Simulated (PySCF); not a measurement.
Compound: C5H10BNO.
SMILES with atom numbers: `[BH3-:1][NH2+:2][CH2:3][c:4]1[cH:5][cH:6][cH:7][o:8]1`

Definitions: NICS(0) = −σiso at the ring centroid; NICS(1) = −σiso and NICS(1)zz = −σzz at ±1 Å along the ring normal z. Level: GIAO CAM-B3LYP/pcSseg-1 (PySCF, non-relativistic, gas phase) on the PBE0-D3(BJ)/def2-SVP geometry, one conformer.

Ring bond lengths (Å): C4–C5 1.366, C5–C6 1.430, C6–C7 1.362, C7–O8 1.349, O8–C4 1.356.

Problem. What do the NICS probes read (ppm)?

Solution. 
```tsv
ring	type	NICS(0)	NICS(1), two faces	NICS(1)zz, two faces	rms pucker (Å)	centre to ring atoms, mean (Å)
C4–C5–C6–C7–O8	5-membered ring with O; formal bonds all aromatic	-11.5	-10.2 / -10.1	-25.4 / -25.8	0.00	1.17
```

Problem. What can be read from them?

Solution. 
- C4–C5–C6–C7–O8: mean NICS(1)zz -25.6 ppm, shielded, aromatic by this magnetic criterion (flat ring, no four-coordinate atom).

Problem. How equal are the bonds by HOMA? HOMA = 1 − mean of α(R − Ropt)² over the ring bonds, with Krygowski's 1993 parameters (CC: Ropt 1.388 Å, α 257.7 Å⁻²; CO: Ropt 1.265 Å, α 157.38 Å⁻²).

Solution. 
- C4–C5–C6–C7–O8: HOMA 0.36; the largest term is that of O8–C4, α(R − Ropt)² = 1.31.

Problem. List the ring angles.

Solution. 
- C4–C5–C6–C7–O8: C4 109.7°, C5 106.3°, C6 105.8°, C7 110.4°, O8 107.7°; sum 540.0° against 540° for a flat convex ring.

Problem. How do the values depend on the level or the medium?

Solution. 
```json
{"level": "CAM-B3LYP/pcSseg-1, gas", "NICS(0), C4–C5–C6–C7–O8": "-11.5", "mean NICS(1)zz, C4–C5–C6–C7–O8": "-25.6"}
{"level": "PBE0/pcSseg-1, gas", "NICS(0), C4–C5–C6–C7–O8": "-11.9", "mean NICS(1)zz, C4–C5–C6–C7–O8": "-26.0"}
{"level": "PBE0/pcSseg-1, IEF-PCM acetone", "NICS(0), C4–C5–C6–C7–O8": "-11.7", "mean NICS(1)zz, C4–C5–C6–C7–O8": "-26.0"}
{"level": "PBE0/pcSseg-1, IEF-PCM dimethylsulfoxide", "NICS(0), C4–C5–C6–C7–O8": "-11.7", "mean NICS(1)zz, C4–C5–C6–C7–O8": "-26.0"}
```

The geometry is the same throughout; the continuum's cavity takes Bondi-type radii × 1.2.

Time: 30 s of wall time; peak memory 1.1 GiB. Hardware: one thread of an Arm Neoverse V2, no GPU, shared host with 96 logical CPUs at a one-minute load of 42. This is the whole shielding run at CAM-B3LYP/pcSseg-1, SCF included.

The values belong to the conformer `[BH3-:1][NH2+:2][CH2:3][c:4]1[cH:5][cH:6][cH:7][o:8]1`: B1–N2–C3–C4 180°, N2–C3–C4–C5 112°.
